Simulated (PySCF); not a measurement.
Computed shifts of a molecule C2H4Cl2Si, PBE/pcSseg-1 (PySCF), GIAO, gas phase, equivalent atoms averaged, in ppm (number of nuclei): ¹³C: 150.6 (1), 133.6 (1). ²⁹Si: -21.2 (1). ¹H: 7.01 (1), 6.18 (1), 5.96 (2). References: ³⁵Cl against HCl (σ = 936.5 ppm); ¹³C against TMS (σ = 182.0 ppm); ²⁹Si against TMS (σ = 335.4 ppm); ¹H against TMS (σ = 31.49 ppm), references at their B3LYP-D3(BJ)/def2-TZVP geometries, non-relativistic (without spin–orbit terms, shifts of atoms bonded to Cl or Br come out too high). Geometry optimised at PBE0-D3(BJ)/def2-SVP. The values are those of a single conformer.

Which structure fits?
A. Cl/C=C\[SiH2]Cl
B. [SiH3]C=C(Cl)Cl
C. C=C[SiH](Cl)Cl
D. C=C(Cl)[SiH2]Cl

A, Cl/C=C\[SiH2]Cl
